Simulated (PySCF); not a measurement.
# TDDFT excited states: C5H7FOS

Species: C5H7FOS.
SMILES: `CC1=CC[C@@H](F)[S@@]1=O`

The calculation used TDDFT PBE0/def2-SVPD, vertical, gas phase, core orbitals frozen in the response (PySCF). Geometry: GFN2-xTB, one conformer, isolated molecule.

Question: Predict the UV-vis stick spectrum at this level.

Answer: 

```json
{"state": "S1", "E (eV)": "4.69", "E (hartree)": "0.1722", "f": "0.0021", "main configurations (H = HOMO, L = LUMO)": "H→L (98%)"}
{"state": "S2", "E (eV)": "5.46", "E (hartree)": "0.2005", "f": "0.022", "main configurations (H = HOMO, L = LUMO)": "H→L+1 (94%)"}
{"state": "S3", "E (eV)": "5.65", "E (hartree)": "0.2075", "f": "0.0078", "main configurations (H = HOMO, L = LUMO)": "H-1→L (68%), H-2→L (29%)"}
{"state": "S4", "E (eV)": "6.36", "E (hartree)": "0.2338", "f": "0.0075", "main configurations (H = HOMO, L = LUMO)": "H-1→L+1 (48%), H→L+2 (36%), H→L+3 (12%)"}
{"state": "S5", "E (eV)": "6.43", "E (hartree)": "0.2362", "f": "0.068", "main configurations (H = HOMO, L = LUMO)": "H-2→L (49%), H-2→L+1 (22%), H-1→L (18%)"}
{"state": "S6", "E (eV)": "6.44", "E (hartree)": "0.2365", "f": "0.012", "main configurations (H = HOMO, L = LUMO)": "H→L+2 (50%), H-1→L+1 (44%)"}
{"state": "S7", "E (eV)": "6.56", "E (hartree)": "0.2411", "f": "0.026", "main configurations (H = HOMO, L = LUMO)": "H→L+3 (69%), H→L+2 (10%)"}
{"state": "S8", "E (eV)": "6.85", "E (hartree)": "0.2516", "f": "0.085", "main configurations (H = HOMO, L = LUMO)": "H-2→L+1 (69%), H-2→L (9%)"}
```

Triplets (Tamm–Dancoff): T1 4.22 eV, H-1→L (55%), H-2→L (32%); T2 4.28 eV, H→L (85%), H→L+1 (9%); T3 4.70 eV, H→L+1 (81%).

The lowest singlet comes at 265 nm (452 kJ/mol) in the ultraviolet; it is very weak; its leading configuration is HOMO→LUMO (98%). The strongest level in the table is S8 at 6.85 eV (181 nm, f = 0.085). It is the last of those listed, so stronger ones may follow. S5/S6 lie within about 0.01 eV of each other. Löwdin shares by element: HOMO oxygen 52%, sulfur 30%, carbon 11% or more; LUMO carbon 52% or more, sulfur 17%, oxygen 7% (atoms not listed hold the other 24%). The oscillator strengths of these states sum to 0.230; summed over the whole spectrum of an exact calculation they would give the number of electrons, 70 (Thomas–Reiche–Kuhn). Weighted by f, the mean energy of these states is 6.46 eV. Of the 8 states listed, 5 reach f = 0.01 and none stays under 0.0005. No computed singlet lies in the visible range (380 to 750 nm); the lowest, at 265 nm, stands 1.42 eV above its violet end (3.26 eV). Singlets were solved by full linear response, triplets in the Tamm–Dancoff approximation.

On one thread, Intel Xeon at 2.70 GHz (x86_64), shared host with 64 logical CPUs at a one-minute load of 54, this took 71 s wall and 0.91 GiB of memory at its peak.
